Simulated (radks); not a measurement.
Rb7+, configuration [Ar] 3d9 4s2 4p1 (not the ground configuration).

Method: scalar-relativistic Kohn-Sham, PBEsol, spin-polarised, spherical densities, finite nucleus; open shells are filled with parallel spins first (spin-orbit coupling, left out, can overturn this in heavy ions); Fermi nuclear charge, rms radius 4.2036 fm; computed with a radial shooting solver on a logarithmic mesh with Libxc functionals.

Energy parts (eV):
total: -80585.642
kinetic: 82543.433
electron-nucleus: -190479.385
Hartree: 29924.249
exchange-correlation: -2573.939

Orbitals (lengths in bohr, moments of r in powers of bohr):
orbital	occ.	eigenvalue (eV)	<r^4>	<r>
1s up	1	-15157.66	0.00001237	0.04031
1s down	1	-15157.48	0.00001236	0.04031
2s up	1	-2141.528	0.002401	0.1779
2s down	1	-2140.158	0.002397	0.1778
2p up	3	-1914.305	0.001731	0.1551
2p down	3	-1913.191	0.001728	0.1551
3s up	1	-424.2800	0.1332	0.5049
3s down	1	-422.3153	0.1335	0.5052
3p up	3	-351.1365	0.1516	0.5103
3p down	3	-349.1455	0.1518	0.5106
3d up	5	-230.5577	0.1873	0.5046
3d down	4	-228.3961	0.1879	0.5053
4s up	1	-131.7308	4.351	1.245
4s down	1	-129.4428	4.401	1.247
4p up	1	-111.1590	6.000	1.341
4p down	0	-108.9059	6.127	1.346

The highest occupied level is 4p up at -111.16 eV. The density falls to 0.001 e/bohr^3 at r = 2.56 bohr. The electron density at the nucleus is 5.577e+04 e/bohr^3 (large components only). The spin density at the nucleus is -1.158 e/bohr^3 (1s -0.406, 2s -1.896, 3s 1.265, 4s -0.120). Spin moment in Bohr magnetons: 2.
